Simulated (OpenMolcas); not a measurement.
## Ni VI: effect of correlating more closed shells

```json
{"Program": "OpenMolcas", "Basis": "ANO-RCC-VTZP [6s5p3d2f1g]", "Scalar Hamiltonian": "DKH2, point nucleus", "Active space": "5 electrons in 5 orbitals (3d)", "State averaging": "2S+1 = 6 even, 1 root; 2S+1 = 4 even, 24 roots; 2S+1 = 2 even, 75 roots", "Spin-orbit coupling": "state interaction with AMFI integrals over the reference wave functions, term energies averaged over their components"}
```

Methods on the same reference wave functions:
A. CASSCF
B. MS-CASPT2, IPEA 0.25 Eh, imaginary shift 0.1 Eh (closed shells correlated: none)
C. MS-CASPT2, IPEA 0.25 Eh, imaginary shift 0.1 Eh (closed shells correlated: 3s 3p)
D. MS-CASPT2, IPEA 0.25 Eh, imaginary shift 0.1 Eh (closed shells correlated: 2s 2p 3s 3p)

Energies in cm⁻¹ above 3d⁵ ⁶S_5/2, the measured ground level; measured values from Corliss and Sugar, J. Phys. Chem. Ref. Data 10, 197 (1981).

```
               Level      A      B      C      D  Measured
          3d⁵ ⁶S_5/2    0.0    0.0    0.0    0.0       0.0
          3d⁵ ⁴G_5/2  46851  45000  43260  43290          
          3d⁵ ⁴G_7/2  46920  45070  43340  43370          
         3d⁵ ⁴G_11/2  46938  45100  43360  43400     41921
          3d⁵ ⁴G_9/2  46961  45120  43380  43420          
          3d⁵ ⁴P_5/2  53779  49630  47610  47540     45884
          3d⁵ ⁴P_3/2  53969  49810  47810  47750     46104
          3d⁵ ⁴P_1/2  54201  50010  48050  47990     46325
          3d⁵ ⁴D_7/2  58213  54650  51820  51760     50331
          3d⁵ ⁴D_1/2  58436  54860  52050  52000          
          3d⁵ ⁴D_3/2  58615  55010  52240  52190          
          3d⁵ ⁴D_5/2  58653  55030  52280  52220          
         3d⁵ ²I_11/2  66809  65270  63290  63420     61196
         3d⁵ ²I_13/2  66974  65460  63490  63620     61280
3d⁵ ²D_5/2(1) [63 %]  74583  69700  66600  66530     64152
       3d⁵ ²D_3/2(1)  75758  70790  67610  67540     65174
       3d⁵ ²F_7/2(1)  77472  72640  69880  69830     67085
          3d⁵ ⁴F_9/2  78392  73210  70800  70740          
   3d⁵ ⁴F_5/2 [72 %]  78452  73300  70830  70780          
          3d⁵ ⁴F_7/2  78569  73390  70970  70910          
          3d⁵ ⁴F_3/2  79032  73850  71370  71310          
   3d⁵ ²H_9/2 [68 %]  81938  77990  75570  75590     72909
         3d⁵ ²H_11/2  82562  78690  76560  76600     73757
       3d⁵ ²G_7/2(1)  84784  80690  77130  77110     74628
```

Deviations, from unrounded energies. A percentage is the sum of absolute deviations over the sum of measured energies, with the sign that they share, or ± where signs differ.

| Against measurement | Levels | A | B | C | D |
| --- | --- | --- | --- | --- | --- |
| mean absolute deviation (cm-1) | 13 | 8200 | 4600 | 2200 | 2100 |
| other terms of the ground configuration (%) | 13 | +13.9 | +7.7 | +3.6 | +3.6 |

C, D lie about equally close to measurement and A furthest from it. The largest miss of D in the table is 3d⁵ ²H_11/2, by +2800 cm-1. The ranking rests on the paired levels alone, and a cruder setting can come out closer through cancelling errors.

Among B to D the level of the table that moves most is 3d⁵ ²G_7/2(1), by 3600 cm-1 (lowest in D, highest in B). Moves below CASPT2's spread within the term are not significant.

The two smallest mean deviations differ by little beside CASPT2's spread within terms, so their order carries little weight.

From A to B the spin-free energies of the other terms of 3d⁵ shown, above ⁶S, scale by factors of 0.92 to 0.98.

The lowest spin-free term lies below A's lowest term by 0.070 hartree in B, 0.390 hartree in C, 0.436 hartree in D.

What an inner shell adds also hangs on whether the basis holds functions to correlate it.

CASPT2 does not keep the components of a term degenerate, so their means are used; among the terms shown or strongly mixed into the levels shown the widest spread is 670 cm-1 (3d⁵ ⁴F, D). Without dynamic correlation excited terms often stand tens of per cent too high (terms of higher spin than the ground term too low), and those without a measured partner can miss by more than the paired ones (holds for A). Blocks of more than 70 roots (2S+1 = 2 even) ran without multistate coupling (holds for B; C; D). Computed and measured levels are paired by configuration, term and J; levels that our copy of the source lacks, or whose pairing is in doubt (as where it misses far off the trend of its configuration), stay unpaired and out of the deviations. Only configurations of the active space appear. The table leaves out levels that lie high or whose names do not pair safely across all columns.

A share in square brackets marks a mixed level and gives the weight of the term that names it, the lowest over the columns. A number in round brackets counts repeated terms of one configuration in the order of the reference energies.
